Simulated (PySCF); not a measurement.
Species: C5H10Cl2O.
Numbering: `[CH3:1][CH2:2][C@H:3]([OH:4])[C:5]([CH3:6])([Cl:7])[Cl:8]` (hydrogens: H9, H10, H11 on C1; H12, H13 on C2; H14 on C3; H15 on O4; H16, H17, H18 on C6)

Geometry (PBE0-D3(BJ)/def2-SVP, Å), atoms numbered from 1 in this order:
```
atom  x, y, z in Å
C1    -2.2039   -0.4167   -0.9503
C2    -1.0474   -0.5489    0.0265
C3     0.1987    0.1773   -0.4644
O4     0.6363   -0.3055   -1.7043
C5     1.3855    0.1795    0.5218
C6     2.5785    0.9459   -0.0004
Cl7    1.8922   -1.5374    0.7969
Cl8    0.8776    0.8864    2.0865
H9    -2.5303    0.6311   -1.0449
H10   -3.0708   -1.0078   -0.6212
H11   -1.9101   -0.7627   -1.9518
H12   -1.3257   -0.1567    1.0154
H13   -0.7898   -1.6108    0.1785
H14   -0.0458    1.2426   -0.6210
H15    0.8780   -1.2328   -1.5717
H16    2.3028    2.0027   -0.1286
H17    3.4165    0.8764    0.7046
H18    2.8722    0.5346   -0.9745
```

Computed with PySCF at PBE0/def2-SVPD, non-relativistic, on one gas-phase PBE0-D3(BJ)/def2-SVP geometry that isn't relaxed in the solvent. The solvent is an IEF-PCM continuum (Bondi radii, 1.10 Å for H, scaled by 1.2), and excitations are vertical TDDFT with non-equilibrium linear response and a frozen core. Specific hydrogen bonds and non-electrostatic terms are outside this model.

Gas-phase singlets (H = HOMO, L = LUMO):

```tsv
state	E (eV)	λ (nm)	f	leading configurations
S1	6.645	187	0.001	H→L 91%
S2	6.986	177	0.020	H-1→L 90%
S3	7.078	175	0.002	H→L+1 73%, H-2→L 18%
S4	7.268	171	0.009	H-2→L 70%, H→L+1 17%
S5	7.461	166	0.013	H-1→L+1 45%, H-3→L 29%, H-4→L 10%
```

Task: Give the list for benzene (ε = 2.271), n² = 2.25.

Result: 
| state | E (eV) | λ (nm) | f | leading configurations | change by rank (eV) |
| --- | --- | --- | --- | --- | --- |
| S1 | 6.629 | 187 | 0.001 | H→L 91% | -0.016 |
| S2 | 6.992 | 177 | 0.029 | H-1→L 91% | +0.006 |
| S3 | 7.076 | 175 | 0.003 | H→L+1 72%, H-2→L 18% | -0.002 |
| S4 | 7.264 | 171 | 0.013 | H-2→L 68%, H→L+1 18% | -0.004 |
| S5 | 7.471 | 166 | 0.020 | H-3→L 36%, H-1→L+1 36%, H-4→L 12% | +0.010 |

Task: Give the list for acetonitrile (ε = 35.69), n² = 1.81.

Result: 
```csv
state,E (eV),λ (nm),f,leading configurations,change by rank (eV)
S1,6.619,187,0.001,H→L 92%,-0.026
S2,7.021,177,0.025,H-1→L 91%,+0.035
S3,7.081,175,0.003,"H→L+1 73%, H-2→L 18%",+0.003
S4,7.268,171,0.012,"H-2→L 66%, H→L+1 17%, H-3→L 8%",0.000
S5,7.492,165,0.019,"H-3→L 42%, H-1→L+1 24%, H-4→L 16%",+0.031
```

Task: The ground-state energy changes by -0.201 eV from gas to acetonitrile. By how much does the total energy of gas-phase S2 change?

Result: E(S2) = E(S0) + excitation energy, so it changes by -0.201 + 0.035 = -0.166 eV: it is lowered less than the ground state, which is what a blue shift means. This is the vertical state, with the slow part of the continuum still set for S0.

Task: How do the frontier levels move from gas to acetonitrile?

Result: 
```tsv
orbital	gas (eV)	solvent (eV)	change (eV)
LUMO+2	0.62	0.74	+0.12
LUMO+1	0.24	0.31	+0.07
LUMO	-0.25	-0.21	+0.04
HOMO	-8.27	-8.19	+0.08
HOMO-1	-8.78	-8.80	-0.02
HOMO-2	-9.06	-9.00	+0.06
HOMO-3	-9.20	-9.15	+0.05
```

The HOMO–LUMO gap goes from 8.02 to 7.98 eV.
